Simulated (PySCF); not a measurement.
## Two-component Hartree-Fock for Re⁶⁷⁺ (rhenium, charge +67)

Start: [He] 2s2 2p4; 2p1/2 filled at m_j = -1/2, +1/2; 2p3/2 filled at m_j = +1/2, +3/2. Calculated with PySCF 2.14 in an even-tempered Gaussian basis (16 s from 52 bohr⁻², ratio 2.4; 13 p from 68 bohr⁻², ratio 2.4; 5 d from 230 bohr⁻², ratio 2.6; 4 f from 350 bohr⁻², ratio 2.6): generalised Hartree-Fock with the X2C-1e Hamiltonian and a Gaussian nucleus; one run each with spin-orbit coupling (SO) switched off, then screened by Boettger's factors.

```
spinor shell  electrons  ε, spin-free (eV)  ε, screened SO (eV)  weight of nominal j (screened SO)  rms radius, screened SO (bohr)
       1s1/2          2           -78853.5             -78806.8                              1.000                          0.0204
       2s1/2          2           -18705.2             -18691.4                              1.000                          0.0802
       2p1/2          2           -17243.6             -18307.9                              1.000                          0.0678
       2p3/2          2           -17243.6             -16798.9                              1.000                          0.0746
```

```
   quantity     spin-free   screened SO
E (hartree)  -10160.47068  -10208.19136
        M_J             2             2
       ⟨J²⟩         6.000         6.000
       ⟨L²⟩         2.000         3.302
       ⟨S²⟩         2.000         1.376
```

Each row is a mean over spinors that exchange with the open shell spreads, by up to 89.609 eV (2s1/2).

Breit and QED terms are absent; they matter most for the inner s and p1/2 levels.

Densities and radii are taken from the X2C orbitals without a picture-change correction, which distorts them close to the nucleus.

Without spin-orbit coupling the j labels of p, d and f shells carry no meaning; the spin-free column gives the mean over the occupied spinors of each nl shell.
